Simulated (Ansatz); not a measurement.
Coupled-cluster run, `[SiH3][SiH2][GeH2][SiH2][SiH3]`.

```yaml
crystal:
  periodic: [false, false, false]
  atoms:
    - {symbol: Si, position_ang: [0.418077, -2.409290, 1.064819]}
    - {symbol: Si, position_ang: [1.813482, -0.587377, 0.625256]}
    - {symbol: Ge, position_ang: [1.162884, 0.424839, -1.430778]}
    - {symbol: Si, position_ang: [-1.186988, 0.814756, -1.394005]}
    - {symbol: Si, position_ang: [-1.757872, 1.921682, 0.582939]}
    - {symbol: H, position_ang: [0.512475, -3.395069, -0.045611]}
    - {symbol: H, position_ang: [0.783674, -3.085386, 2.338451]}
    - {symbol: H, position_ang: [-0.991182, -1.941099, 1.159727]}
    - {symbol: H, position_ang: [3.236075, -1.025476, 0.569095]}
    - {symbol: H, position_ang: [1.676635, 0.418180, 1.715776]}
    - {symbol: H, position_ang: [1.909110, 1.757969, -1.627725]}
    - {symbol: H, position_ang: [1.529341, -0.502287, -2.605155]}
    - {symbol: H, position_ang: [-1.887312, -0.498990, -1.447591]}
    - {symbol: H, position_ang: [-1.606417, 1.616604, -2.577194]}
    - {symbol: H, position_ang: [-1.358316, 1.088512, 1.749248]}
    - {symbol: H, position_ang: [-3.220109, 2.183499, 0.661493]}
    - {symbol: H, position_ang: [-1.033558, 3.218944, 0.661265]}
basis:
  gaussian: {orbitals: def2-SVP}
correlation: {method: ccsd_t}
```

```sh
$ ansatz run in.yaml --threads 3 --pin off --events-out ev --progress --plain --backend cuda
```

Log, shortened:

```
Functional definition: HF
1602 factors; integrals over basis functions are off by at most 1.5e-3 eV
mean field evaluation 1: about -88093.1136 eV, gradient 1.9e1 eV
mean field evaluation 2: about -88093.1153 eV, gradient 1.9e1 eV
mean field evaluation 4: about -88095.3938 eV, gradient 2.8e0 eV
mean field evaluation 8: about -88095.4120 eV, gradient 7.4e-5 eV
mean field -88095.41200427 eV, -3237.4466779419 hartree, gradient 3.0e-6 eV, S^2 0.000000; 0 other end points of the search recorded, 0 dependent functions left out
29 core orbitals not correlated: weight in the atoms' cores, before any rotation towards them, 1.000 or more for the frozen orbitals, at most 0.000 for the correlated occupied ones
reference -88095.41200427 eV, -3237.4466779419 hartree; 21, 21 occupied and 114, 114 virtual orbitals, 1602 factors
second order -17.59835222 eV of doubles, -0.00000000 eV of singles
cycle   1  -19.25165655 eV  change    -1.7e0 eV  update   1.2e-1
cycle   2  -20.09404988 eV  change   -8.4e-1 eV  update   3.8e-2
cycle   3  -20.15641053 eV  change   -6.2e-2 eV  update   1.4e-2
cycle   4  -20.15332027 eV  change    3.1e-3 eV  update   3.9e-3
cycle   5  -20.15145530 eV  change    1.9e-3 eV  update   9.3e-4
cycle   6  -20.15077193 eV  change    6.8e-4 eV  update   2.9e-4
cycle   7  -20.15072111 eV  change    5.1e-5 eV  update   6.9e-5
cycle   8  -20.15073996 eV  change   -1.9e-5 eV  update   1.9e-5
perturbative correction -0.58644378 eV, -0.0215514115 hartree
Total energy: -88116.14918801 eV, -3238.2087553884 hartree
```

It took 6.5 s on 3 threads of an AMD EPYC 7R13 on a shared host and a share of an NVIDIA H100 80 GB, with 0.79 GiB of host memory at the peak.

The correlation energy is -20.737 eV, 2.8 % of it from (T); the T1 diagnostic reads 0.0117.
